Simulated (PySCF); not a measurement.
Substituent effects on chemical shifts

Parent skeleton `[CH3:1][S:2]([CH3:3])(=[O:4])=[O:5]`; one hydrogen on atom 1 is replaced by X. Hydrogens on one atom are averaged.

- PBE0/pcSseg-1 with gauge-including orbitals
- GFN2-xTB geometry
- code: PySCF
- non-relativistic, a single conformation, no solvent, equivalent nuclei averaged

Scale: 13C, 1H vs TMS; 33S against CS2; 17O vs H2O (reference shieldings calculated alike).

Parent (X = H): C1 47.9, S2 290.5, C3 47.9, O4 223.7, O5 223.7, H(C1) 2.57, H(C3) 2.57 ppm. Effects are Δδ = δ(X) − δ(H), positive for deshielding.

Q: Order these by the shift of H(C3), most shielded first.
A. X = SOCH3
B. X = tBu
C. X = CH2F

A: B (+0.01 ppm), C (+0.17 ppm), A (+0.89 ppm).

Q: Order these by the shift of C1, most shielded first.
A. X = tBu
B. X = SOCH3
C. X = propynyl
D. X = CH2F

A: C (+4.7 ppm), D (+15.8 ppm), B (+21.3 ppm), A (+23.1 ppm).

Q: Order these by the shift of S2, most shielded first.
A. X = tBu
B. X = propynyl
C. X = SOCH3

A: A (+7.6 ppm), C (+12.4 ppm), B (+15.7 ppm).

Experimental scales use liquid or dissolved standards, which lie at an offset from isolated H2O (liquid H2O: subtract about 36 ppm).
